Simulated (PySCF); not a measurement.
# Radial density of Ca (calcium, neutral)

UHF, [Ar] 4s2, closed-shell 1S. Calculation: PySCF 2.14, in 6-31G*; no relativity, point nucleus.

```csv
r (bohr),4πr²ρ (e/bohr)
0.00143,0.1274
0.00241,0.3518
0.00406,0.9384
0.00682,2.364
0.0115,5.571
0.0193,11.53
0.0325,19.45
0.0546,23.45
0.0919,18.96
0.155,18.38
0.260,24.61
0.437,12.90
0.735,6.223
1.24,6.793
2.08,1.515
3.50,0.6037
5.89,0.2155
9.90,0.008723
```
